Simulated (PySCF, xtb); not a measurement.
AlH7O2Si2, SMILES [Al]([OH])([OH])[SiH2][SiH3].

GFN2-xTB in xtb at its own geometry gives an orbital gap of 3.42 eV and a dipole moment of 1.13 D.

Coordinates come from a B3LYP-D3(BJ)/def2-SVP optimisation. The structure was generated by enumeration; whether it is a known compound was not checked. One conformer was computed; it need not be the lowest.

Problem. What does PBE/def2-TZVP (PySCF) give? (The exact figures need the calculation; the answer reports its results.)

Solution. gap 5.05 eV (levels -6.71 and -1.66 eV), dipole 2.38 D.
